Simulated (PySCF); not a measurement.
Compound: C₇H₁₇O₅P.
Structure used (PBE0-D3(BJ)/def2-SVP), in Å, numbered top down from 1:
```
atom  x, y, z in Å
C1     3.7122   -2.4975    0.7092
O2     2.4992   -1.7804    0.8546
P3     2.5395   -0.1843    1.0041
O4     3.2938    0.3952    2.1275
O5     3.0780    0.2391   -0.4591
C6     3.7401    1.4804   -0.6375
O7     0.9850    0.1641    1.0178
C8     0.0862   -0.3047    0.0176
C9    -1.3133    0.0971    0.4161
C10   -2.3556   -0.3650   -0.5890
C11   -3.7764    0.1179   -0.3063
C12   -4.3443   -0.4075    1.0025
O13   -4.6248   -0.1868   -1.3892
H14    4.1443   -2.3296   -0.2900
H15    3.4785   -3.5628    0.8315
H16    4.4407   -2.1953    1.4778
H17    4.4060    1.3789   -1.5049
H18    4.3264    1.7394    0.2566
H19    3.0118    2.2829   -0.8362
H20    0.3632    0.1331   -0.9570
H21    0.1747   -1.4003   -0.0699
H22   -1.5164   -0.3194    1.4157
H23   -1.3462    1.1948    0.5229
H24   -2.3624   -1.4710   -0.6385
H25   -2.0910   -0.0129   -1.6003
H26   -3.7581    1.2212   -0.2628
H27   -3.7680   -0.0617    1.8734
H28   -4.3374   -1.5114    1.0140
H29   -5.3840   -0.0704    1.1214
H30   -4.6980   -1.1467   -1.4396
```

The closed-shell ground state was solved at several levels (PySCF, density fitting, gas phase, non-relativistic).

```csv
level,basis functions,total energy (Eh),HOMO (eV),LUMO (eV),gap (eV),dipole (D)
B3LYP/pcSseg-1,313,-994.4737,-7.60,0.82,8.42,3.22
PBE0/pcSseg-1,313,-993.5817,-7.88,1.14,9.02,3.25
```

**Question.** What might CAM-B3LYP/def2-SVPD (415 basis functions) give for the same quantities?

**Answer.** Total energy -993.7155 Eh, HOMO -9.51 eV, LUMO 1.01 eV, gap 10.52 eV, dipole 3.23 D.

**Question.** Over all these levels, which gives the widest orbital gap and which the narrowest?

**Answer.** CAM-B3LYP/def2-SVPD (range-separated hybrid) has the widest, 10.52 eV, and B3LYP/pcSseg-1 (global hybrid, 20 % exact exchange) the narrowest, 8.42 eV. Functional and basis both differ between the two, so the spread mixes both effects.

**Question.** How far do the dipole and the HOMO energy spread over the levels?

**Answer.** The dipole runs from 3.22 to 3.25 D (mean 3.23 D) and the HOMO from -9.51 to -7.60 eV.

One conformer stands for the species.
